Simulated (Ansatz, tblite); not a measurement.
Removing and adding an electron: Zn6S5Cl2, a halide-capped cluster cut from wurtzite ZnS (2 Cl on the cations). Total charge 0; singlet. Geometry: PBE-D4/def2-SVP. Ansatz, gas phase; energy differences of separate SCF runs; the oxidised species was run as a doublet alone; the reduced species was run as a doublet alone.

```xyz
13

Zn    0.833   -1.991    1.224
S     0.075    0.250    0.983
S     3.491    1.004   -0.764
Zn    1.472    1.921   -0.483
Zn   -2.302    0.314    0.884
S     0.066    3.536   -1.123
S     1.001   -2.580   -1.123
Zn    2.405   -0.829   -0.999
Zn   -0.553   -0.900   -1.040
S    -2.576    0.065   -1.511
Zn   -1.332    1.934   -1.397
Cl    1.203   -3.195    2.942
Cl   -3.782    0.470    2.407
```

The xTB rows come from tblite. Single mean-field runs in def2-TZVP are fitted with def2-universal-jkfit. HOMO above LUMO, or a gap near zero within one spin, warns that the state may not be the lowest or that an electron is smeared out.

| level | −HOMO (eV) | vertical IE (eV) | −LUMO (eV) | vertical EA (eV) | HOMO–LUMO gap (eV) | IE − EA (eV) | remarks |
| --- | --- | --- | --- | --- | --- | --- | --- |
| GFN1-xTB | 10.76 | 12.78 | 7.49 | 5.68 | 3.27 | 7.10 | – |
| GFN2-xTB | 12.00 | 13.99 | 9.51 | 7.67 | 2.50 | 6.32 | – |
| PBE-D4/def2-TZVP | 6.40 | – | 3.58 | 1.80 | 2.82 | – | gap within one spin near zero (-1 doublet) |
| PBE0-D4/def2-TZVP | 7.50 | 8.93 | 2.99 | 1.78 | 4.51 | 7.14 | – |
| CAM-B3LYP-D4/def2-TZVP | 8.72 | 9.17 | 2.03 | 1.68 | 6.69 | 7.50 | – |

Run but left out: PBE-D4/def2-TZVP (charge +1 doublet: an occupied level 0.04 eV above an empty one).   Raw xTB energy differences between charge states are shifted by several eV; the methods need an empirical correction for them. Sets without diffuse functions give affinities that are too small.
